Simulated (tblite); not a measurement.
Species: C8H7O (doublet state).
Geometry (GFN2-xTB, Å), atoms numbered from 1 in this order:
```xyz
16
C8H7O angstrom
C      3.3039    0.0842    0.1425
C      2.0941    0.0270    0.1126
C      0.7239   -0.0761    0.0644
C     -0.2052    0.9862    0.2256
C      0.0527    2.2584    0.4294
O      0.2560    3.3962    0.5997
C     -1.6180    0.4290    0.1531
C     -1.4187   -0.9136   -0.5555
C     -0.0173   -1.3665   -0.1384
H      4.3500    0.1423    0.1739
H     -2.2994    1.0908   -0.3802
H     -2.0028    0.2820    1.1661
H     -2.1886   -1.6351   -0.2862
H     -1.4479   -0.7644   -1.6359
H     -0.0543   -1.9302    0.8012
H      0.4640   -2.0013   -0.8837
```

Computed values, GFN2-xTB/tblite, gas phase, harmonic and unscaled. The method is semi-empirical: single wavenumbers can be off by several per cent or more. One conformer, not necessarily the lowest. Open shells enter through the occupations alone, without spin polarisation, and single modes of such species can be off by tens of per cent.

Harmonic wavenumbers (cm⁻¹): 85.2, 88.5, 131.4, 163.5, 214.5, 298.6, 340.3, 400.6, 421.2, 462.4, 535.5, 553.2, 593.5, 662.6, 697.1, 862.9, 877.1, 982.6, 1003.1, 1033.3, 1078.2, 1098.7, 1172.1, 1193.5, 1227.2, 1265.2, 1271.3, 1313.2, 1344.5, 1377.5, 1468.7, 1471.0, 1490.7, 2154.8, 2211.6, 2906.7, 2949.1, 2985.3, 2992.6, 3004.0, 3013.4, 3397.5.

A = 1848, B = 1743, C = 919.5 MHz; mass 119.050 u (most abundant isotopes); point group C1, symmetry number 1; spin multiplicity 2.

What is the zero-point energy?

Half the sum of the wavenumbers: 26397 cm⁻¹ = 75.47 kcal/mol.

Give the ideal-gas entropy at 400 K and 1 bar in the rigid-rotor, harmonic-oscillator model (classical rotation).

Translation 41.72, rotation 29.95, vibration 32.37, spin (R ln 2) 1.38: S = 105.4 cal/(mol K).

And Cp and H(400 K) − H(0)?

Cp = 42.74 cal/(mol K), of which vibrations give 34.79 (their classical limit is 42 R = 83.5); H(400 K) − H(0) = 10.20 kcal/mol without the zero-point energy, 7.02 from vibrations.

Which modes carry the vibrational entropy at 400 K?

85.2 cm⁻¹: 4.35; 88.5 cm⁻¹: 4.27; 131.4 cm⁻¹: 3.49; 163.5 cm⁻¹: 3.07; 214.5 cm⁻¹: 2.55; 298.6 cm⁻¹: 1.94 cal/(mol K); the other 36 give 12.70 together.

How do the functions run with temperature in this model?

| T (K) | S (cal/(mol K)) | Cp (cal/(mol K)) | H − H(0) (kcal/mol) | G − H(0) (kcal/mol) | ln q(vib) |
| --- | --- | --- | --- | --- | --- |
| 150 | 75.4 | 21.3 | 2.12 | -9.20 | 2.01 |
| 250 | 88.4 | 30.2 | 4.70 | -17.41 | 4.15 |
| 298.15 | 94.1 | 34.4 | 6.26 | -21.80 | 5.21 |
| 600 | 125.3 | 55.4 | 20.09 | -55.09 | 11.82 |
| 900 | 150.2 | 67.4 | 38.66 | -96.55 | 17.98 |

q(vib) and H(0) count from the zero-point level.

Blend soft modes into free rotors: weight 1/[1 + (100 cm⁻¹/ν̃)⁴] for the oscillator and the rest for a rotor with moment μB/(μ + B), μ = h/(8π²ν), B = 10⁻⁴⁴ kg m². What vibrational entropy results?

30.86 cal/(mol K) in place of 32.37, which changes −T·S at 400 K by +0.60 kcal/mol.

What must be added to the electronic energy to get the Gibbs energy at 400 K and 1 bar?

ZPE + [H(400 K) − H(0)] − T·S = 75.47 + 10.20 − 42.17 = 43.50 kcal/mol.

Hindered rotation and anharmonicity are outside this model. Other conformers, if any are populated, would add a mixing term that is left out. The structure is chiral; the term R ln 2 for an equal mix with its mirror image is left out.
